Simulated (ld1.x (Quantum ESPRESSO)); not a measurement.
## Which change was made? (V, TM)

V, norm-conserving Troullier–Martins (Kleinman–Bylander form), made with ld1.x (Quantum ESPRESSO) 7.5 (PBE, non-relativistic). Core [Ne] 3s2, reference 3p6 3d2 4s0 4p0 (charge +3). Waves: 3p (bound): rc 1.15 bohr; 3d (bound): rc 1.75 bohr; 4s (bound, empty): rc 1.70 bohr. Local part: the s channel. Core correction: Bessel-smoothed model core inside 0.85 bohr.

Cutoffs, loose and tight: the cutoffs (Ry, on a coarse ladder) from which the occupation-weighted sum of valence levels, in a spherical-Bessel basis at the reference potential, stays within 10 and 1 mRy of its value at 400 Ry. They do not see the model core or the augmentation charge, which bear on the density cutoff. Test errors are all-electron minus pseudo excitation energies from the reference, over the configurations 3p6 3d3 4s2 4p0; 3p6 3d3 4s1 4p0; 3p6 3d3 4s0 4p0; 3p6 3d2 4s2 4p0; 3p6 3d1 4s0 4p0; 3p6 3d3 4s0 4p1; 3p6 3d2 4s2 4p1; variants that change the core or the reference have their own tests.

The base gives: outcome: generated; cutoff, loose: 80 Ry; cutoff, tight: 110 Ry; bound ghosts: none; largest test error (meV): -877.

(1) After one change the result is: outcome: failed: run_pseudo: Errors in PS-KS equation. Which change was it?
A. all radii but the core radius scaled by about 1.39 (s 2.36, p 1.60, d 2.44 bohr)
B. local potential the p channel
C. wave 3d (bound): rc 1.75 bohr becomes 3d (bound): rc 1.26 bohr

## Answers

(1) C. The others give: all radii but the core radius scaled by about 1.39 (s 2.36, p 1.60, d 2.44 bohr) → outcome: generated; cutoff, loose: 50 Ry; cutoff, tight: 90 Ry; bound ghosts: none; largest test error (meV): -887 | local potential the p channel → outcome: generated; cutoff, loose: 80 Ry; cutoff, tight: 110 Ry; bound ghosts: s; largest test error (meV): -173.
